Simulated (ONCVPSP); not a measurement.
S (Z = 16): excitation energies, all-electron against ONCV

```json
{"Element": "sulfur", "Generator": "ONCVPSP 4.0.1", "Type": "optimised norm-conserving Vanderbilt (ONCV)", "Functional": "LDA (Perdew-Wang 92)", "Relativity": "scalar-relativistic", "Frozen core": "[Ne]", "Valence charge": "6", "Reference configuration": "3s2 3p4", "Partial waves": "3s: rc 1.30 bohr, ncon 4, nbas 7, qcut 5.4 1/bohr, 2 projectors, debl 0.5 Ha; 3p: rc 1.35 bohr, ncon 3, nbas 8, qcut 5.5 1/bohr, 2 projectors, debl 3.5 Ha; d scattering state at 0.11 Ha: rc 1.45 bohr, ncon 5, nbas 9, qcut 7.4 1/bohr, 2 projectors, debl 2 Ha", "Local potential": "polynomial inside 1.20 bohr (lpopt 5, dvloc0 4 Ha)", "Core correction": "none"}
```

In the s channel the program set the typed energies aside and used -0.635, 0.250 Ha.

Energies are relative to the spin-unpolarised reference configuration 3s2 3p4; without spin polarisation the order of configurations can differ from experiment.

```
valence configuration  charge  ΔE all-electron (eV)  error AE − PS (meV)
              3s2 3p2      +2                34.228                  +23
            3s2 3p3.5    +0.5                 4.706                 +0.1
```

(1) What are ΔE and the potential's error for 3s2 3p1?

(2) What are ΔE and the potential's error for 3s2 3p3?

Levels in the configuration 3s2 3p3:

```tsv
level	all-electron (eV)	pseudo (eV)
3s	-27.630	-27.620
3p	-16.879	-16.871
```

Answers

(1) ΔE = 68.383 eV all-electron; the error (AE − PS) is +101 meV.

(2) ΔE = 11.858 eV all-electron; the error (AE − PS) is +2.0 meV.
